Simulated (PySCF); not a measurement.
Static response to an electric field

Species: C4H10OP2.
Cartesian coordinates in Å at the GFN2-xTB level; atoms count from 1:
```xyz
17
C4H10OP2 angstrom
C      0.3052    2.3574   -0.5503
C     -0.0516    1.1244   -0.8644
P     -0.3436   -0.0631    0.4758
C     -2.0793   -0.6084    0.2431
O     -0.0676    0.4558    1.8182
C      0.6513   -1.5474    0.0163
P      2.4786   -1.2555    0.1996
H      0.4278    2.6246    0.4881
H      0.4878    3.1264   -1.2841
H     -0.1880    0.7927   -1.8838
H     -2.2926   -1.3840    0.9769
H     -2.7185    0.2490    0.4473
H     -2.2661   -0.9801   -0.7597
H      0.4345   -1.8562   -1.0087
H      0.3646   -2.3640    0.6871
H      2.4766   -0.0193   -0.4556
H      2.3741   -0.6404    1.4441
```

Level: CAM-B3LYP/def2-SVPD (PySCF), static field, nuclei fixed, core orbitals frozen in the response. The polarisability tensor in these axes (au):

```
x   105.78  -0.16   0.04
y    -0.16 105.92  -2.50
z     0.04  -2.50  84.95
```

Q: Diagonalise the tensor; give its mean and Δα, where Δα² is half the sum of the squared differences of the eigenvalues.

A: Principal values 84.65, 105.72 and 106.28 au; mean 98.88 au = 14.65 Å³ = 16.30 × 10⁻⁴⁰ C²·m²/J; Δα = 21.35 au (22 % of the mean).

Q: What is the dipole moment, and where does it point?

A: (-1.56, -0.55, -3.56) D, 3.93 D in size, pointing from the negative to the positive side. Measured along this direction, the outermost atoms are H17 at the negative end and H13 and H10 at the positive end.

Q: Give the eigenvalues of the traceless quadrupole moment Θ = ½Σq(3rr − r²1), origin at the centre of nuclear charge.

A: -11.02, 0.24, 10.78 D·Å. The values depend on the origin, since the dipole doesn't vanish. The electronic extent ⟨r²⟩ about the same centre is 1210 bohr², a root-mean-square distance of 2.17 Å for the 72 electrons.

Q: Along which axes do the principal values lie, and how far do the nuclei extend along each?

A: Largest value along (-0.32, 0.94, -0.11), where the nuclei span 5.35 Å; middle along (0.95, 0.32, -0.04), 5.00 Å; least along (0.00, 0.12, 0.99), 3.64 Å. The response follows the extents in order.

Q: Form Σ f/ω² (atomic units) for the 8 lowest TDDFT singlets, given as eV and f, and set it beside the mean polarisability, which is this sum over all singlets: 6.14, 0.0043; 6.36, 0.0009; 6.67, 0.0401; 6.98, 0.0194; 7.20, 0.1263; 7.36, 0.0396; 7.42, 0.4100; 7.46, 0.0706.

A: They add up to 9.87 au, 10.0 % of the 98.88 au; the largest single term is 5.52 au, from the state at 7.42 eV. Terms in order: 0.09, 0.02, 0.67, 0.29, 1.80, 0.54, 5.52, 0.94 au. Higher excitations give the rest. The strengths listed sum to 0.711.

One conformer (not necessarily the lowest) at the GFN2-xTB geometry, without solvent, vibrations or thermal averaging.

These values come from a run that also computed excited states. Cost: about 1.9 min of CPU time on one thread; the machine was shared, so the figure is rough.
